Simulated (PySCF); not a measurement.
**A survey of 17O NMR shifts**

[PySCF: shielding tensors at PBE0/pcSseg-1 (GIAO); structure optimised with GFN2-xTB; one averaged value for each set of equivalent atoms; a single conformation; no relativistic terms; no solvent]

Shieldings were converted by a linear fit to measured shifts: 17O (scatter 10.7 ppm rms, 12.2 ppm with the 3 outliers that the fit left out vs liquid water, solution or neat liquid). A few per cent of atoms miss by over 2 rms, more outside the fitted compound classes.

Give the 17O shifts of `O=CN[SiH2]O[SiH](O)O`, `C=C1O[SiH2]OC1=O`, `O=C1OC=CO[SiH2]1`, `CO[SiH2][SiH2][SiH3]`, `CO[SiH2][SiH2][SiH3]`, `O[Si@H]([SiH3])C[SiH3]`.

## Answers


| compound | environment | δ (ppm) |
| --- | --- | --- |
| [O:1]=[CH:2][NH:3][SiH2:4][O:5][SiH:6]([OH:7])[OH:8] | O1: amide-type carbonyl oxygen | 333.8 |
| [O:1]=[CH:2][NH:3][SiH2:4][O:5][SiH:6]([OH:7])[OH:8] | O5: oxygen bonded to 2 Si | 48.2 |
| [O:1]=[CH:2][NH:3][SiH2:4][O:5][SiH:6]([OH:7])[OH:8] | O7/8: oxygen bonded to Si, H (×2) | 15.7 |
| [CH2:1]=[C:2]1[O:3][SiH2:4][O:5][C:6]1=[O:7] | O7: carbonyl oxygen | 350.9 |
| [CH2:1]=[C:2]1[O:3][SiH2:4][O:5][C:6]1=[O:7] | O5: oxygen bonded to C, Si, in a 5-membered ring | 139.3 |
| [CH2:1]=[C:2]1[O:3][SiH2:4][O:5][C:6]1=[O:7] | O3: oxygen bonded to C, Si, in a 5-membered ring | 63.1 |
| [O:1]=[C:2]1[O:3][CH:4]=[CH:5][O:6][SiH2:7]1 | O1: ester carbonyl oxygen | 475.4 |
| [O:1]=[C:2]1[O:3][CH:4]=[CH:5][O:6][SiH2:7]1 | O3: ester alkoxy oxygen | 235.2 |
| [O:1]=[C:2]1[O:3][CH:4]=[CH:5][O:6][SiH2:7]1 | O6: oxygen bonded to C, Si, in a 6-membered ring | 30.7 |
| CO[SiH2][SiH2][SiH3] | oxygen bonded to C, Si | -50.2 |
| CO[SiH2][SiH2][SiH3] | oxygen bonded to C, Si | -50.2 |
| O[Si@H]([SiH3])C[SiH3] | oxygen bonded to Si, H | -11.8 |

In solution the two oxygens of a carboxylic acid give one averaged line by proton exchange, and hydrogen bonding shields acid and N–H amide carbonyl oxygens by tens of ppm; neither is in these numbers.
